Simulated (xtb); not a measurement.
Br3Sb, charge +1, doublet, geometry from GFN2-xTB of the parent state (a state made from the parent by changing its charge; the spin is typed, not shown lowest); GFN1-xTB in xtb.

Input for xtb:
```
$ xtb mol.xyz --gfn 1 --chrg 1 --uhf 1 --json

# file mol.xyz
4

Sb     0.48437488    -0.14074905     0.02308116
Br    -0.13874346    -2.90734237     0.00130489
Br     1.43832259     2.52971228     0.06062194
Br    -2.00538253     0.58272157    -0.09555938
```

Output, abridged:

```
   ID    Z sym.   atoms
    1   51 Sb     1
    2   35 Br     2-4

           -------------------------------------------------
          |                Calculation Setup                |
           -------------------------------------------------

           -------------------------------------------------
          |                 G F N 1 - x T B                 |
           -------------------------------------------------

          ...................................................
          :                      SETUP                      :
          :.................................................:
          :  # basis functions                  40          :
          :  # atomic orbitals                  36          :
          :  # shells                           12          :
          :  # electrons                        25          :
          :  # halogen bonds                     0          :
          :  max. iterations                   250          :
          :  Hamiltonian                  GFN1-xTB          :
          :  restarted?                      false          :
          :  GBSA solvation                  false          :
          :  PC potential                    false          :
          :  electronic temp.          300.0000000     K    :
          :  accuracy                    1.0000000          :
          :  -> integral cutoff          0.2500000E+02      :
          :  -> integral neglect         0.1000000E-07      :
          :  -> SCF convergence          0.1000000E-05 Eh   :
          :  -> wf. convergence          0.2000000E-04 e    :
          :  Broyden damping             0.4000000          :
          :  net charge                          1          :
          :  unpaired electrons                  1          :
          ...................................................

 iter      E             dE          RMSdq      gap      omega  full diag
   1    -13.5802994 -0.135803E+02  0.862E+00    2.88       0.0  T
   2    -12.4278472  0.115245E+01  0.116E+01    0.30       1.0  T
   3    -13.4629470 -0.103510E+01  0.774E+00    3.43       1.0  T
   4    -13.5895397 -0.126593E+00  0.446E+00    2.14       1.0  T
   5    -13.6740711 -0.845314E-01  0.237E+00    2.05       1.0  T
   6    -13.7016071 -0.275360E-01  0.993E-01    1.86       1.0  T
   7    -13.7059619 -0.435471E-02  0.424E-01    1.67       1.0  T
   8    -13.7070696 -0.110776E-02  0.142E-01    1.63       1.0  T
[...]
         :: total energy             -13.704858357284 Eh    ::
[...]
        14                         -0.6206824             -16.8896 (LUMO)
        15                         -0.5319894             -14.4762
        16                         -0.5126026             -13.9486
        17                         -0.3925098             -10.6807
        18                         -0.3870892             -10.5332
        19                         -0.3769093             -10.2562
        20                         -0.3738030             -10.1717
        21                         -0.3514072              -9.5623
        22                         -0.3497897              -9.5183
        23                         -0.3475635              -9.4577
        24                         -0.3435432              -9.3483
       ...                                ...                  ...
        36                          0.1170125               3.1841
      -------------------------------------------------------------
                  HL-Gap            0.0606475 Eh            1.6503 eV
             Fermi-level           -0.6683874 Eh          -18.1877 eV

  Mulliken/CM5 charges         n(s)   n(p)   n(d)
     1Sb    0.61181  0.59937   2.021  1.695  0.672
     2Br    0.13469  0.13795   1.973  4.903 -0.011
     3Br    0.13469  0.13795   1.973  4.903 -0.011
     4Br    0.11881  0.12472   1.956  4.944 -0.019

Wiberg/Mayer (AO) data.
largest (>0.10) Wiberg bond orders for each atom

 ---------------------------------------------------------------------------
     #   Z sym  total        # sym  WBO       # sym  WBO       # sym  WBO
 ---------------------------------------------------------------------------
     1  51 Sb   3.489 --     4 Br   1.500     3 Br   0.995     2 Br   0.995
     2  35 Br   1.052 --     1 Sb   0.995
     3  35 Br   1.052 --     1 Sb   0.995
     4  35 Br   1.616 --     1 Sb   1.500
 ---------------------------------------------------------------------------

Topologies differ in total number of bonds
Writing topology from bond orders to xtbtopo.mol

 dipole moment from electron density (au)
     X       Y       Z
   1.5181  -0.4411   0.0723  total (Debye):    4.022

           -------------------------------------------------
          | TOTAL ENERGY              -13.704858357284 Eh   |
          | GRADIENT NORM               0.077585263239 Eh/α |
          | HOMO-LUMO GAP               1.650302121006 eV   |
           -------------------------------------------------

normal termination of xtb
```
